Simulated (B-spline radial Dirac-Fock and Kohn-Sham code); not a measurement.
## X-ray form factors of rubidium in several charge states

Model: relativistic Hartree-Fock (Dirac-Fock) wave functions, averaged over the configuration. Program: a radial finite-basis atomic code.

Configurations: Rb²⁴⁺ [Ne] 3s2 3p1; Rb²⁵⁺ [Ne] 3s2; Rb²⁸⁺ [He] 2s2 2p5; Rb²⁹⁺ [He] 2s2 2p4; Rb³¹⁺ [He] 2s2 2p2; Rb³³⁺ [He] 2s2; Rb³⁵⁺ 1s2. The first column is f₀ of Rb²⁴⁺, the others are differences from it.

```
s (Å⁻¹)   Rb²⁴⁺  Δ Rb²⁵⁺  Δ Rb²⁸⁺  Δ Rb²⁹⁺  Δ Rb³¹⁺  Δ Rb³³⁺  Δ Rb³⁵⁺
      0  13.000   -1.000   -4.000   -5.000   -7.000   -9.000  -11.000
    0.1  12.935   -0.984   -3.951   -4.948   -6.944   -8.940  -10.936
    0.2  12.745   -0.938   -3.807   -4.798   -6.781   -8.765  -10.746
    0.3  12.442   -0.866   -3.579   -4.559   -6.521   -8.486  -10.444
    0.4  12.042   -0.773   -3.285   -4.249   -6.182   -8.121  -10.047
    0.5  11.570   -0.667   -2.944   -3.889   -5.785   -7.692   -9.578
    0.7  10.500   -0.443   -2.214   -3.108   -4.912   -6.732   -8.515
    0.9   9.405   -0.244   -1.544   -2.376   -4.063   -5.776   -7.430
    1.1   8.402   -0.100   -1.029   -1.791   -3.344   -4.934   -6.439
    1.4   7.157   +0.006   -0.590   -1.237   -2.572   -3.957   -5.217
```

Values without a named source are computed, but for edge energies of neutral atoms, which are taken from tables.
